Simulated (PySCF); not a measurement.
# Worked example: chemical shift, span and skew from a shielding tensor

BFHO, SMILES [OH+]=BF, charge +1. Atoms are numbered in the order given.

```xyz
4

O      0.0000     0.0000     1.1884
B      0.0000     0.0000    -0.0338
F      0.0000     0.0000    -1.2772
H      0.0000     0.0000     2.1565
```
Charge +1, spin multiplicity 1.

Coordinates come from a B3LYP-D3(BJ)/def2-TZVP optimisation. The geometry has at least one imaginary mode, so it is a saddle point at that level. The isomer is the one that the SMILES or the coordinates give; other isomers of the formula were not compared.

GIAO shieldings from B3LYP/pcSseg-2 in PySCF, non-relativistic, no solvent. The symmetric part of the tensor of F3 has the principal values 268.1, 268.1, 483.9 ppm. The same nucleus in CFCl3 has σ = 159.6 ppm at this level (PySCF, at its B3LYP-D3(BJ)/def2-TZVP geometry).

Question: Work out the isotropic shielding, the ¹⁹F shift against CFCl3, the span and the skew.

Answer: 
σ(iso) = (σ11 + σ22 + σ33)/3 = 340.0 ppm. δ = σ(ref) − σ(iso) = 159.6 − (340.0) = -180.4 ppm.
Span Ω = σ33 − σ11 = 215.8 ppm. Skew κ = 3(σ(iso) − σ22)/Ω = 1.00, an axial tensor. Tumbling in solution averages the tensor to δ; in a static solid the shielding alone would spread this spin-1/2 line over Ω.
